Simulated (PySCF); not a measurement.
SiCl2, SMILES [Si](Cl)Cl (connectivity only; charge and spin as stated), neutral, multiplicity 1. Atoms are numbered in the order given.

```xyz
3

Si     0.0000     0.0000     0.9328
Cl     0.0000     1.6067    -0.3841
Cl     0.0000    -1.6067    -0.3841
```
Charge 0, spin multiplicity 1.

Geometry optimised at PBE0-D3(BJ)/def2-TZVP. The isomer is the one that the SMILES or the coordinates give; other isomers of the formula were not compared.

Two levels are set side by side: PBE/pcSseg-2 (PySCF) and PBE0/pcSseg-2 (PySCF). GIAO shifts against HCl (³⁵Cl), TMS (²⁹Si) at the same level; non-relativistic, no solvent, atoms listed together averaged. Without spin–orbit terms, shifts of atoms bonded to Cl or Br come out too high at both levels. Differences are taken from unrounded values.

```
quantity                     PBE
-------------------------  -----
δ(²⁹Si) of Si1 (ppm)       275.6
δ(³⁵Cl) of Cl2, Cl3 (ppm)  569.5
```

Question: These are the PBE values. What does PBE0 give? (Estimate from the structure and the level; the computed values follow.)

Answer: 
```json
[
 {"quantity": "δ(²⁹Si) of Si1 (ppm)", "PBE0": "281.5", "PBE minus PBE0": "-5.9"},
 {"quantity": "δ(³⁵Cl) of Cl2, Cl3 (ppm)", "PBE0": "520.1", "PBE minus PBE0": "49.4"}
]
```

Rough cost on one machine, each run with all the roots and properties that it gave: PBE0 against PBE about 3 times.
